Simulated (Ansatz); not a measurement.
C$_{2}$H$_{6}$In (SMILES [CH3][In][CH3]), doublet, geometry from GFN2-xTB (such geometries of metal compounds can be far from the true shape) (the spin is typed, not shown lowest) (all electrons, no relativity); REVPBE/3-21G (Ansatz, a first-principles code).

Here is a job for Ansatz.
Ansatz 0.2 input:
```yaml
crystal:
  periodic: [false, false, false]
  atoms:
    - {symbol: In, position_ang: [0.22209102, 0.00252529, 0.26012453]}
    - {symbol: C, position_ang: [0.99515327, 0.27581596, -1.99153319]}
    - {symbol: H, position_ang: [1.69127446, -0.51623116, -2.25950421]}
    - {symbol: H, position_ang: [1.47249947, 1.24515471, -2.11914099]}
    - {symbol: H, position_ang: [0.10558994, 0.21511946, -2.61559874]}
    - {symbol: C, position_ang: [-2.11912037, -0.28868504, 0.67609886]}
    - {symbol: H, position_ang: [-2.43430131, -1.17463738, 0.12790984]}
    - {symbol: H, position_ang: [-2.62698284, 0.58874743, 0.27981532]}
    - {symbol: H, position_ang: [-2.34673709, -0.40467801, 1.73302269]}
basis:
  gaussian:
    orbitals: 3-21G.json
hamiltonian:
  xc: revpbe
magnetization: {spin_polarized: true, initial_magnetization: 1}
```
The basis file holds 3-21G in the JSON format of the Basis Set Exchange.

Task: Write the output that Ansatz gives for this input, abridged.

Result: 
```
Functional definition: revPBE
863 factors; their error is unknown
mean field evaluation 1: about -157721.1227 eV, gradient 4.8e1 eV
mean field evaluation 2: about -157683.4349 eV, gradient 7.1e1 eV
mean field evaluation 4: about -157732.8527 eV, gradient 5.0e0 eV
mean field evaluation 8: about -157732.9759 eV, gradient 1.5e-1 eV
mean field evaluation 16: about -157732.9760 eV, gradient 2.0e-5 eV
mean field -157732.97599098 eV, -5796.5799524176 hartree, gradient 2.0e-5 eV, S^2 0.751725; 0 other end points of the search recorded, 0 dependent functions left out
reference -157732.97604133 eV, -5796.5799542677 hartree; 34, 33 occupied and 29, 30 virtual orbitals, 863 factors
Total energy: -157732.97604133 eV, -5796.5799542677 hartree
```
